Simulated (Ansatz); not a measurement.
Mulliken charges of CH4BI, SMILES `BCI` from ωB97M-V/def2-TZVPP in Ansatz (PBE0-D4/def2-TZVP geometry).

```
atom   x (Å)   y (Å)   z (Å)  charge (e)
  B1  -0.739   0.056  -0.444      -0.348
  C2   0.542   0.361   0.371      -0.272
  I3   0.816  -1.798   0.198       0.065
  H4  -1.761  -0.165   0.132       0.091
  H5  -0.699   0.112  -1.637       0.091
  H6   0.489   0.563   1.437       0.187
  H7   1.413   0.803  -0.103       0.187
```

Question: By hand: the dipole of these point charges (1 e Å = 4.8032 D).

Answer: Σ q r = (0.295, 0.016, 0.179) e Å, of length 0.345 e Å = 1.66 D.

Question: How does the dipole of the full density compare? (Estimate.)

Answer: The calculation gave: (0.223, 0.119, 0.152) e Å, 1.42 D; the point charges give 1.17 times that, at 21° from its direction.

Point charges leave out the atoms' own dipoles, such as those of lone pairs, and Mulliken's split depends on the basis, so the two needn't agree.
